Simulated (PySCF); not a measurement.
Predicted microwave data (PBE0/pcSseg-1 in PySCF (dipole) on a GFN2-xTB geometry, gas phase) for one isomer of C6H12N2Si:

- Rotational constants: A = 1679, B = 998.9, C = 696.3 MHz
- Dipole components: |μa| = 0.11 D, |μb| = 2.84 D, |μc| = 1.48 D
- Inertial defect: -81.07 u·Å²
- κ: -0.38

**Question.** Which candidate fits, each taken in the one conformer that was computed?
A. `[CH2:1]=[N:2][SiH2:3][C:4]([CH3:5])([CH3:6])[CH2:7][C:8]#[N:9]` with C1–N2–Si3–C4 123°, N2–Si3–C4–C5 -172°, Si3–C4–C7–C8 -56°
B. `[CH3:1][c:2]1[cH:3][cH:4][n:5]([SiH:6]([CH3:7])[CH3:8])[n:9]1` with C4–N5–Si6–C7 -153°
C. `[CH3:1][SiH2:2][NH:3][CH2:4]/[CH:5]=[CH:6]\[CH2:7][C:8]#[N:9]` with C1–Si2–N3–C4 175°, Si2–N3–C4–C5 -149°, N3–C4–C5–C6 30°, C5–C6–C7–C8 -91°
D. `[CH:1]#[C:2][C@@:3]([CH3:4])(/[CH:5]=[N:6]\[CH3:7])[NH:8][SiH3:9]` with C2–C3–C5–N6 64°, C2–C3–N8–Si9 36°
E. `[CH2:1]=[C:2]([CH3:3])[CH2:4][NH:5][CH2:6][SiH2:7][C:8]#[N:9]` with C1–C2–C4–N5 117°, C2–C4–N5–C6 -178°, C4–N5–C6–Si7 -176°, N5–C6–Si7–C8 179°

**Answer.** C. It is C[SiH2]NC/C=C\CC#N, an asymmetric top, point group C1. The candidates at the same level (rigid rotor, commonest isotopes):

```json
{"SMILES": "C=C(C)CNC[SiH2]C#N", "A (MHz)": "4620", "B (MHz)": "430.7", "C (MHz)": "415.8", "μa (D)": "3.67", "μb (D)": "0.58", "μc (D)": "0.91", "Δ (u·Å²)": "-67.29", "point group": "C1", "rotor": "near-prolate asymmetric top"}
{"SMILES": "Cc1ccn([SiH](C)C)n1", "A (MHz)": "2819", "B (MHz)": "876.6", "C (MHz)": "703.8", "μa (D)": "1.17", "μb (D)": "1.27", "μc (D)": "0.46", "Δ (u·Å²)": "-37.66", "point group": "C1", "rotor": "asymmetric top"}
{"SMILES": "C#C[C@@](C)(/C=N\\C)N[SiH3]", "A (MHz)": "1619", "B (MHz)": "1080", "C (MHz)": "994.3", "μa (D)": "1.19", "μb (D)": "0.57", "μc (D)": "0.15", "Δ (u·Å²)": "-271.93", "point group": "C1", "rotor": "asymmetric top"}
{"SMILES": "C=N[SiH2]C(C)(C)CC#N", "A (MHz)": "1526", "B (MHz)": "1261", "C (MHz)": "902.2", "μa (D)": "0.61", "μb (D)": "2.23", "μc (D)": "1.34", "Δ (u·Å²)": "-171.91", "point group": "C1", "rotor": "asymmetric top"}
{"SMILES": "C[SiH2]NC/C=C\\CC#N", "A (MHz)": "1679", "B (MHz)": "998.9", "C (MHz)": "696.3", "μa (D)": "0.11", "μb (D)": "2.84", "μc (D)": "1.48", "Δ (u·Å²)": "-81.07", "point group": "C1", "rotor": "asymmetric top"}
```

`C=N[SiH2]C(C)(C)CC#N` has C 30 % too high; `Cc1ccn([SiH](C)C)n1` has A 68 % too high; `C=C(C)CNC[SiH2]C#N` has A 175 % too high; `C#C[C@@](C)(/C=N\C)N[SiH3]` has C 43 % too high. No structure here is proved a minimum.
